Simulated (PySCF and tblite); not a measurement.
C3H10Si, numbered as in [CH3:1][CH2:2][SiH2:3][CH3:4]. Level: PBE0-D3(BJ)/def2-TZVP//PBE0-D3(BJ)/def2-SVP, thermal terms from GFN2-xTB, symmetry numbers and mirror pairs counted. Conformers within 4 kcal/mol (GFN2-xTB free energy) were kept, 5 at most. GIAO shieldings: PBE0/pcSseg-1. Shifts are against TMS (¹H), TMS (¹³C), TMS (²⁹Si) at the same level. Programs: PySCF with density fitting and tblite.

Torsions listed: C1–C2–Si3–C4. Of a mirror pair one member is shown.

Two conformers hold nearly all the population. I: 180°; δ(Si3) = -31.22 ppm. II: 60°; δ(Si3) = -34.46 ppm. The average over the ensemble at 298.15 K is -33.38 ppm.

Task: What populations and free-energy difference follow from a two-state model?

Result: p(I) = (-33.38 − (-34.46))/(-31.22 − (-34.46)) = 0.33, so K = p(II)/p(I) = 2.00 and G(II) − G(I) = −RT ln K = -0.41 kcal/mol. One of the two counts twice, as a mirror pair, which this difference holds. The weights computed directly are 33.4 % and 66.6 %.

Unscaled ²⁹Si shifts at such levels can be off by tens of ppm; differences between conformers or isomers are more reliable.
